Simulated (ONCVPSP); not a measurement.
## An all-electron radial function and its pseudo partner (K (Z = 19))

Columns: radius, all-electron u(r) and pseudo u(r) of the 3p shell (level -19.56 eV) of potassium in the configuration [Ne] 3s2 3p6 4s0.5 4p0.5; PBE, scalar-relativistic, ONCV scheme, ONCVPSP 4.0.1.

| r (bohr) | all-electron | pseudo |
| --- | --- | --- |
| 0.140 | -0.3711 | 0.0339 |
| 0.280 | -0.3785 | 0.1296 |
| 0.420 | -0.0790 | 0.2708 |
| 0.560 | 0.2689 | 0.4341 |
| 0.700 | 0.5519 | 0.5947 |
| 0.840 | 0.7441 | 0.7308 |
| 0.980 | 0.8507 | 0.8273 |
| 1.120 | 0.8896 | 0.8779 |
| 1.260 | 0.8804 | 0.8844 |
| 1.400 | 0.8401 | 0.8546 |
| 1.540 | 0.7816 | 0.7992 |
| 1.680 | 0.7140 | 0.7292 |
| 1.820 | 0.6434 | 0.6539 |
| 1.960 | 0.5738 | 0.5797 |
| 2.100 | 0.5078 | 0.5104 |
| 2.240 | 0.4466 | 0.4475 |
| 2.380 | 0.3909 | 0.3911 |
| 2.520 | 0.3408 | 0.3408 |
| 2.660 | 0.2962 | 0.2962 |
| 2.800 | 0.2568 | 0.2568 |
| 2.940 | 0.2221 | 0.2221 |
| 3.080 | 0.1917 | 0.1917 |
| 3.220 | 0.1652 | 0.1652 |
| 3.360 | 0.1421 | 0.1421 |
| 3.500 | 0.1221 | 0.1221 |
| 3.640 | 0.1048 | 0.1047 |

Question: How many radial nodes do the two functions have?

Answer: The all-electron 3p function has n − l − 1 = 1; the pseudo-wave has 0, since the states of the same l below it are removed with the core.

Question: At about which radius was the pseudo-wave matched?

Answer: 2.80 bohr. The columns agree to 0.0005 from 2.38 bohr on; several derivatives are matched, so the curves merge somewhat inside the radius.

Question: Is the pseudo-wave norm-conserving?

Answer: Yes: the ONCV scheme keeps the norm inside the radius equal to the all-electron one, which fixes the energy derivative of the logarithmic derivative at the level.
